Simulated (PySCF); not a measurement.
Dipole response of Ar (argon, neutral)

[Ar], closed-shell 1S. All numbers are calculated (PySCF 2.14, scalar relativity by spin-free X2C-1e, in aug-cc-pVTZ-DK). Coupled (time-dependent) response in atomic units; α is the mean over directions.

```csv
method,mean α (bohr³),C₆ (like pair),S(−4)
UHF,10.45,61.00,22.22
PBE,11.37,67.61,29.06
PBE0,10.99,64.81,26.08
wB97X,11.15,65.88,27.05
MN15,10.87,62.76,25.96
```

S(−4) is the Cauchy moment in α(ω) = α(0) + S(−4) ω² + …

Reference α: 11.083 ± 0.007 bohr³ (recommended; Schwerdtfeger and Nagle, table of static dipole polarizabilities (2023 update)). Published C₆: 64.20 (Chu and Dalgarno (2004); Tang, Norbeck and Certain (1976)).

α(iu) at MN15:

```json
{"u (hartree)": "0", "α(iu) (bohr³)": "10.87"}
{"u (hartree)": "0.0500", "α(iu) (bohr³)": "10.81"}
{"u (hartree)": "0.100", "α(iu) (bohr³)": "10.62"}
{"u (hartree)": "0.200", "α(iu) (bohr³)": "9.949"}
{"u (hartree)": "0.300", "α(iu) (bohr³)": "9.038"}
{"u (hartree)": "0.500", "α(iu) (bohr³)": "7.102"}
{"u (hartree)": "0.750", "α(iu) (bohr³)": "5.120"}
{"u (hartree)": "1.00", "α(iu) (bohr³)": "3.740"}
{"u (hartree)": "1.50", "α(iu) (bohr³)": "2.161"}
{"u (hartree)": "2.00", "α(iu) (bohr³)": "1.380"}
{"u (hartree)": "3.00", "α(iu) (bohr³)": "0.6933"}
{"u (hartree)": "5.00", "α(iu) (bohr³)": "0.2781"}
```
